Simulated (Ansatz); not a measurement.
`N=C(F)[SiH](F)[SiH3]` + H₂O → `O[SiH](F)[SiH3]` + `N=CF`  (formal hydrolysis of the Si–C bond)

Computed with Ansatz on PBE0-D4/def2-TZVP structures; ΔE is electronic, products minus reactants. CCSD(T)/CBS adds triple-zeta CCSD(T) − MP2 to the extrapolated MP2 energy (def2 sets, frozen cores). This one scheme is used for every species. DFT in def2-TZVPP. Each species was taken in one conformer, which may not be the lowest.

`N=C(F)[SiH](F)[SiH3]`:

```xyz
11

N    -1.341    0.356   -1.427
C    -1.017    1.109   -0.485
F    -1.658    2.274   -0.235
Si    0.454    0.683    0.633
F     0.032    0.999    2.146
Si    0.938   -1.583    0.318
H    -2.116    0.719   -1.985
H     1.562    1.605    0.276
H    -0.286   -2.391    0.544
H     1.993   -1.996    1.282
H     1.438   -1.773   -1.067
```

H₂O:

```xyz
3

O    -0.322    0.204    0.081
H     0.091   -0.474    0.620
H     0.231    0.270   -0.701
```

`O[SiH](F)[SiH3]`:

Cartesian coordinates in Å:
```
O 1.095 1.397 -0.714
Si -0.286 0.521 -0.668
F -0.512 -0.229 -2.067
Si -0.025 -1.069 1.027
H 1.121 2.193 -1.249
H -1.466 1.414 -0.514
H -1.223 -1.950 1.073
H 0.113 -0.379 2.337
H 1.183 -1.897 0.776
```

`N=CF`:

Cartesian coordinates in Å:
```
N -0.054 -0.948 0.104
C -0.025 0.293 0.130
F -0.296 0.941 1.258
H 0.175 -1.291 -0.824
H 0.201 1.004 -0.668
```

Q: Is it downhill or uphill in electronic energy at CCSD(T)/CBS, and by how much? (Best estimate.)

A: Ansatz gave: Downhill: ΔE = -25.3 kcal/mol.

Q: What do these levels give: LDA (SPW92), PBE0-D4, r2SCANh-D4, ωB97X-V, PBE, revPBE, BHLYP, RPA@PBE/def2-TZVPP, CCSD/def2-SVP, SCS-MP2/def2-TZVPP, CCSD(T)/def2-TZVPP, SCS-MP2/def2-QZVPP? (Estimate.)

A: Ansatz gave: LDA (SPW92) -24.9, PBE0-D4 -24.8, r2SCANh-D4 -26.4, ωB97X-V -26.0, PBE -24.3, revPBE -24.3, BHLYP -29.2, RPA@PBE/def2-TZVPP -25.2, CCSD/def2-SVP -25.2, SCS-MP2/def2-TZVPP -27.0, CCSD(T)/def2-TZVPP -26.0, SCS-MP2/def2-QZVPP -26.8 kcal/mol.

Largest T1 diagnostic among the species: 0.014.

At CCSD(T), def2-SVP lies +0.9 kcal/mol from the extrapolated value and def2-TZVPP −0.6 kcal/mol. From r2SCAN to r2SCAN0 (25 % exact exchange), in def2-TZVPP and without D4, ΔE moves by −0.9 kcal/mol. In def2-TZVPP, CCSD(T) changes the Hartree–Fock value by +5.4 kcal/mol (the triples alone add +0.9 kcal/mol) and MP2 by +4.8 kcal/mol.
